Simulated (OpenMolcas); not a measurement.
## Multiconfigurational calculation on Er3+

Er3+ with 6 ligands (chloride) in octahedral coordination (Oh) at 2.65 Å. A charge of +0.5 e stands 2.8 Å behind each ligand. Ligand basis ANO-RCC-VDZP. With inversion symmetry the input lists one of each pair of outer charges.

Input:

```
&GATEWAY
Coord
7

Er 0.0 0.0 0.0
Cl 2.650000 0.000000 0.000000
Cl 0.000000 2.650000 0.000000
Cl -2.650000 0.000000 0.000000
Cl 0.000000 -2.650000 0.000000
Cl 0.000000 0.000000 2.650000
Cl 0.000000 0.000000 -2.650000
Basis=Er.ANO-RCC-VDZP,Cl.ANO-RCC-VDZP
Group=XYZ
NoMove
AngMom=0.0 0.0 0.0
AMFI
RICD
XField
3 Angstrom 0
5.450000 0.000000 0.000000 0.500000
0.000000 5.450000 0.000000 0.500000
0.000000 0.000000 5.450000 0.500000
&SEWARD
&RASSCF
FileOrb=start.orb
Symmetry=2
Spin=4
nActEl=11 0 0
Inactive=42 39
Ras2=0 7
CIRoot=35 35 1
SDav=35
CIMx=300
Iter=150 100
PrWF=0.3
OrbListing=Nothing
MaxOrb=0
LevShft=1.0
>>> COPY $Project.JobIph JOB001
&RASSCF
FileOrb=start.orb
Symmetry=2
Spin=2
nActEl=11 0 0
Inactive=42 39
Ras2=0 7
CIRoot=112 112 1
SDav=112
CIMx=300
Iter=150 100
PrWF=0.3
OrbListing=Nothing
MaxOrb=0
CIOnly
LevShft=1.0
>>> COPY $Project.JobIph JOB002
&RASSI
NrOfJobIphs=2 30 35
1 2 3 4 5 6 7 8 9 10 11 12 13 14 15 16 17 18 19 20 21 22 23 24 25 26 27
28 29 30
1 2 3 4 5 6 7 8 9 10 11 12 13 14 15 16 17 18 19 20 21 22 23 24 25 26 27
28 29 30 31 32 33 34 35
IphNames
JOB001
JOB002
EJob
SpinOrbit
DIPRint=1.0
SOCoupling=1000.0
Subsets=2
Property=9
'ANGMOM' 1 'ANGMOM' 2 'ANGMOM' 3 'MLTPL  1' 1 'MLTPL  1' 2 'MLTPL  1' 3
'AMFI' 1 'AMFI' 2 'AMFI' 3
SOProperty=3
'ANGMOM' 1 'ANGMOM' 2 'ANGMOM' 3
```

Launched by
```bash
OMP_NUM_THREADS=1 MOLCAS_MEM=2457 MOLCAS_PROJECT=a pymolcas a.inp > a.log  # once for each step of the input, in one work folder
```

A driver script runs the steps one by one and writes start.orb anew before each from the orbitals found so far, so a CI-only block uses the converged orbitals of the first block.

Output, cut to the results:

```
--- SEWARD ---
Basis set label: ER.ANO-RCC...7S6P4D2F1G.

      Electronic valence basis set:
      ------------------
      Associated Effective Charge  68.000000 au
      Associated Actual Charge     68.000000 au
      Nuclear Model: Point charge

      Shell  nPrim  nBasis  Cartesian Spherical Contaminant
         s      25       7        X
         p      22       6        X
         d      15       4                 X
         f      11       2                 X
         g       4       1                 X
                  Relativistic Douglas-Kroll-Hess integrals:
                    - DKH order of Hamiltonian: 2
                    - DKH order of Properties : 0
                  Atomic mean-field integrals
--- RASSCF ---
Wave function specifications:
      -----------------------------

      Number of closed shell electrons         162
      Number of electrons in active shells      11
      Max number of holes in RAS1 space          0
      Max nr of electrons in RAS3 space          0
      Number of inactive orbitals               81
      Number of active orbitals                  7
      Number of secondary orbitals              88
      Spin quantum number                      1.5
      State symmetry                             2
Orbital specifications:
      -----------------------

      Symmetry species                           1   2
                                                ag  au
      Frozen orbitals                            0   0
      Inactive orbitals                         42  39
      Active orbitals                            0   7
      RAS1 orbitals                              0   0
      RAS2 orbitals                              0   7
      RAS3 orbitals                              0   0
      Secondary orbitals                        48  40
      Deleted orbitals                           0   0
      Number of basis functions                 90  86
      Number of CSFs                            35
      Number of root(s) required                35
      Iter CI   SX   CI       RASSCF       Energy    max ROT     max BLB   max BLB  Level Ln srch  Step   QN
          iter iter root      energy       change     param      element    value   shift minimum  type update
 Nr of preliminary CI iterations:   1
      Total energies have been shifted. Add               -15000.00 au
        1   1    9    0  -840.58834109    0.00E+00   4.11E-02   43  50 2  3.41E-01*  1.69   0.00    SX    NO
        2   1   10    0  -840.93753751   -3.49E-01* -3.92E-02   42  45 1  1.52E-01*  1.19   0.00    SX    NO
        3   1    9    0  -841.06131156   -1.24E-01*  2.64E-02   42  45 1  1.07E-01*  1.30   0.00    SX    NO
        4   1    9    0  -841.09762186   -3.63E-02* -1.79E-02   42  45 1  6.72E-02*  1.15   0.00    SX    NO
        5   1    9    0  -841.11160061   -1.40E-02*  2.14E-02   42  45 1  4.66E-02*  1.20   1.19    QN   YES
        6   1    9    0  -841.11968337   -8.08E-03*  9.39E-03   42  45 1  1.67E-02*  1.16   1.46    LS   YES
        7   1    8    0  -841.12058593   -9.03E-04* -2.28E-03   17  54 2 -8.73E-03*  1.14   1.05    QN   YES
        8   1    8    0  -841.12134730   -7.61E-04* -2.17E-03   17  54 2 -5.40E-03*  1.14   1.98    LS   YES
        9   1    8    0  -841.12159317   -2.46E-04* -7.82E-04   14  62 1  4.49E-03*  1.14   1.02    QN   YES
       10   1    8    0  -841.12166006   -6.69E-05* -4.91E-04   15  60 2 -1.64E-03*  1.14   1.63    LS   YES
       11   1    8    0  -841.12167178   -1.17E-05*  3.50E-04   43  50 2  1.89E-03*  1.14   1.00    QN   YES
       12   1    7    0  -841.12168416   -1.24E-05* -2.63E-04    7  57 2  7.30E-04*  1.14   1.75    LS   YES
       13   1    7    0  -841.12168696   -2.80E-06*  1.58E-04   33  78 2  4.62E-04*  1.14   1.00    QN   YES
       14   1    7    0  -841.12168855   -1.59E-06*  2.36E-04   33  78 2  2.76E-04*  1.14   2.50    LS   YES
       15   1    6    0  -841.12168944   -8.90E-07*  3.64E-05    8  58 2 -2.38E-04*  1.14   1.00    QN   YES
       16   1    6    0  -841.12168964   -1.98E-07*  2.58E-05   20  63 1 -6.42E-05   1.14   1.71    LS   YES
       17   1    6    0  -841.12168968   -4.12E-08*  2.23E-05    7  57 2  8.80E-05   1.14   1.00    QN   YES
       18   1    5    0  -841.12168970   -2.21E-08*  1.79E-05    7  57 2  3.06E-05   1.14   2.07    QN   YES
       19   1    5    0  -841.12168971   -9.26E-09   3.40E-06    7  57 2 -9.38E-06   1.14   1.11    QN   YES
      Convergence after 19 iterations
...
--- RASSI ---
SPIN-FREE ENERGIES:
  (Shifted by EMIN (a.u.) =     -15841.2044033575)

 SF State       Relative EMIN(au)   Rel lowest level(eV)    D:o, cm**(-1)

     1             0.0000000000        0.0000000000              0.0000
     2             0.0000000000        0.0000000000              0.0000
     3             0.0000000000        0.0000000000              0.0000
     4             0.0000526837        0.0014335964             11.5627
     5             0.0001207331        0.0032853159             26.4979
     6             0.0001207331        0.0032853159             26.4979
     7             0.0001207331        0.0032853159             26.4979
     8             0.0005816508        0.0158275250            127.6576
     9             0.0005816508        0.0158275250            127.6576
    10             0.0007632348        0.0207686775            167.5107
    11             0.0007632348        0.0207686775            167.5107
    12             0.0007632348        0.0207686775            167.5107
    13             0.0009934131        0.0270321467            218.0290
    31             0.0811059279        2.2070047316          17800.6936
    32             0.0811059279        2.2070047316          17800.6936
    33             0.0811059279        2.2070047316          17800.6936
    34             0.0812116308        2.2098810537          17823.8927
    35             0.0812116308        2.2098810537          17823.8927
    36             0.0812116308        2.2098810537          17823.8927
    37             0.0813490816        2.2136212798          17854.0597
    38             0.0813490816        2.2136212798          17854.0597
    39             0.0813861136        2.2146289732          17862.1873
    40             0.0813861136        2.2146289732          17862.1873
    41             0.0813861136        2.2146289732          17862.1873
    14             0.0821957797        2.2366611085          18039.8884
...
```

Spin-orbit levels above the lowest (labels of O, the rotations of Oh):

| E (cm-1) | Degeneracy | Label | 2S+1 | J | |mJ| (%) | g |
| --- | --- | --- | --- | --- | --- | --- |
| 0.0 | 2 | Γ7 | 4 | 7.52 | 13/2 (40) | 6.78 6.78 6.78 |
| 3.8 | 4 | Γ8 | 4 | 7.52 | 11/2 (47) |  |
| 31.3 | 4 | Γ8 | 4 | 7.52 | 9/2 (29) |  |
| 121.1 | 2 | Γ6 | 4 | 7.52 | 1/2 (52) | 5.98 5.98 5.98 |
| 147.4 | 4 | Γ8 | 4 | 7.52 | 15/2 (32) |  |
| 6651 | 2 | Γ6 | 4 | 6.51 | 9/2 (69) | 5.53 5.53 5.53 |
| 6664 | 4 | Γ8 | 4 | 6.51 | 7/2 (32) |  |
| 6666 | 2 | Γ7 | 4 | 6.51 | 11/2 (45) | 4.18 4.18 4.18 |
| 6737 | 4 | Γ8 | 4 | 6.52 | 1/2 (40) |  |
| 6745 | 2 | Γ7 | 4 | 6.52 | 3/2 (39) | 4.88 4.88 4.88 |
| 10771 | 2 | Γ6 | 4 (89 %) | 5.51 | 7/2 (73) | 3.59 3.59 3.59 |
| 10776 | 4 | Γ8 | 4 (89 %) | 5.51 | 9/2 (42) |  |
| 10820 | 4 | Γ8 | 4 (89 %) | 5.52 | 1/2 (44) |  |
| 10822 | 2 | Γ7 | 4 (89 %) | 5.52 | 3/2 (46) | 3.56 3.56 3.56 |
| 13402 | 4 | Γ8 | 4 (76 %) | 4.51 | 7/2 (48) |  |
| 13445 | 2 | Γ6 | 4 (76 %) | 4.52 | 1/2 (58) | 2.90 2.90 2.90 |
| 13495 | 4 | Γ8 | 4 (76 %) | 4.52 | 9/2 (31) |  |
| 18914 | 4 | Γ8 | 4 (74 %) | 4.51 | 7/2 (44) |  |
| 18953 | 4 | Γ8 | 4 (74 %) | 4.51 | 3/2 (41) |  |
| 18982 | 2 | Γ6 | 4 (74 %) | 4.51 | 1/2 (58) | 4.42 4.42 4.42 |

High states are left out of the spin-orbit mixing, which shifts the levels that they would mix with. Without dynamic correlation the ligand-field splitting of an f shell can come out too small, at times by half. The first state left out of the spin-orbit step lies near 33000 cm-1 above the lowest spin-free state of the reference (among the parities and spins computed), and the lists stop at four fifths of that energy or lower. No measured value stands beside these numbers; the geometry is a model, was not optimised and need not be the one that this ion takes.

The RASSCF and RASSI steps took 60 s on 1 thread of Arm Neoverse V1, on a shared host; the integral step is not counted.
